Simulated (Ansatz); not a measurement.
Harmonic frequencies (cm⁻¹) at PBE0-D4/def2-TZVP from Ansatz: 20, 127, 258, 284, 456, 516, 581, 661, 706, 776, 1226, 1444, 1448, 1982, 2442, 3053, 3134, 3158.

Each molecule was computed in one conformer, which needn't be the lowest.

(1) Which molecule is it?
A. `[CH3][GaH][SH]`
B. `C[S][Ga]([F])[F]`
C. `[CH3][GaH][SeH]`
D. `C[Se][GaH2]`

Answers

(1) C.
